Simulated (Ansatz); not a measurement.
(HMg-mu-Cl)2 (Mg2H2Cl2) was relaxed with PBE0-D4 (def2-SVP, def2-SVPD) in Ansatz in these states: charge +1 doublet, charge -1 doublet, neutral singlet. The geometries follow in no particular order.

A:

```xyz
6

Mg    0.081    1.260   -0.783
H    -0.054    2.559   -1.933
Cl   -1.808    0.225    0.487
Mg    0.337   -0.871    1.156
H     0.512   -2.132    2.340
Cl    0.932   -1.041   -1.267
```

B:

```xyz
6

Mg   -0.570   -1.003   -1.160
H    -1.201   -2.107   -2.443
Cl   -1.375   -0.336    0.966
Mg    0.570    1.002    1.160
H     1.198    2.112    2.440
Cl    1.377    0.332   -0.964
```

C:

```xyz
6

Mg    1.125   -0.454   -1.174
H     2.248   -0.902   -2.350
Cl   -1.268   -0.572   -0.993
Mg   -1.125    0.453    1.175
H    -2.249    0.910    2.346
Cl    1.268    0.565    0.997
```

Question: Judge from the bond lengths which geometry belongs to which state (an estimate).

Answer: A is the charge -1 doublet (Mg1–Mg4 2.893 Å, Mg1–Cl3 2.501 Å, Mg1–Cl6 2.501 Å); B is the charge +1 doublet (Mg1–Mg4 3.272 Å, Mg1–Cl3 2.369 Å, Mg1–Cl6 2.369 Å); C is the neutral singlet (Mg1–Mg4 3.376 Å, Mg1–Cl3 2.402 Å, Mg1–Cl6 2.402 Å).
